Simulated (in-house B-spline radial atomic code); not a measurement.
Results of a calculation; reference values are marked as such.
## Weak and strong correlation along the adiabatic connection

Two-electron singlets in several external potentials (atomic units), by full CI in B-splines with partial waves to l = 8 (correlation energies up to 0.6 % small). The repulsion is scaled by λ at fixed density; W(λ) is the mean repulsion less the Hartree energy, W(0) = E_x, and the area under W from 0 to 1 is E_xc.

One system gave this curve:

| λ | W (hartree) |
| --- | --- |
| 0 | -5.2823 |
| 0.02 | -5.2842 |
| 0.05 | -5.287 |
| 0.12 | -5.2936 |
| 0.25 | -5.3057 |
| 0.4 | -5.3195 |
| 0.6 | -5.3377 |
| 0.8 | -5.3555 |
| 1 | -5.3731 |
| 1.4 | -5.4073 |
| 2 | -5.4566 |
| 3 | -5.5336 |
| 4.5 | -5.6385 |
| 7 | -5.7896 |
| 10 | -5.9398 |

Which system is it?
A. ω²r²/2 − Z/r, ω = 2.33, Z = 0.3
B. −V exp(−r²/w²), V = 11.8, w = 3.93
C. −Z/r, Z = 3.19, wall at 1.71 bohr
D. −Z exp(−kr)/r, Z = 9.48, k = 2.94

D. The exchange energy sets the size: −Z exp(−kr)/r, Z = 9.48, k = 2.94: E_x = -5.28, E_c = -0.0461; −Z/r, Z = 3.19, wall at 1.71 bohr: E_x = -1.85, E_c = -0.0431; ω²r²/2 − Z/r, ω = 2.33, Z = 0.3: E_x = -1.21, E_c = -0.0434; −V exp(−r²/w²), V = 11.8, w = 3.93: E_x = -0.805, E_c = -0.0415 hartree.
